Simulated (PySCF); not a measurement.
Coordinates in bohr (charge -1 multiplicity 3):
```
V     0.0000    0.0000   -0.8632
S     3.6681    0.0000    0.6874
S    -3.6681    0.0000    0.6874
```

Level of theory: PySCF, UPBE0, basis V def2-TZVPD, S def2-TZVPD (no relativity, density fitting).

This geometry of VS₂⁻ is a stationary point at this level.

(1) What is the point group?

(2) Is it a minimum?

(3) Which band is strongest in the infrared?

(4) Give the ideal-gas entropy at 298.15 K and 1 bar by parts.

Answers

(1) C2v.

(2) Yes: all harmonic wavenumbers are real.

(3) 560 cm⁻¹ (b2), 270 km/mol.

(4) translation 168.0, rotation 100.9, vibration 19.4, spin 9.1; total 297.5 J/(mol K).

Other isomers or separated fragments may lie lower. Open d and f shells are described by one determinant, and the ground state may have another occupation or spin. The lowest empty level of this anion is unbound, so it and the gap depend on the basis.
